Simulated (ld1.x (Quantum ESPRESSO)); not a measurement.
**hydrogen (H): TM semilocal pseudisation with PBEsol, scalar-relativistic reference atom.**

hydrogen (H), norm-conserving Troullier–Martins (semilocal form), made with ld1.x (Quantum ESPRESSO) 7.5 (PBEsol, scalar-relativistic). Core none, reference 1s1. Waves: 1s (bound): rc 1.45 bohr; 2p channel at 0.4 Ry: rc 1.50 bohr. Local part: the p channel. Core correction: none.

All-electron outer shells of the reference configuration (PBEsol, scalar-relativistic, ld1.x):

```json
{"shell": "1s", "level (eV)": "-6.33", "outermost node (bohr)": "–", "outermost maximum (bohr)": "1.05"}
```

**Question.** Estimate the cutoffs (Ry, on a coarse ladder) from which the occupation-weighted sum of valence levels, in a spherical-Bessel basis at the reference potential, stays within 10 and 1 mRy of its value at 400 Ry.

**Answer.** 18 Ry and 30 Ry.
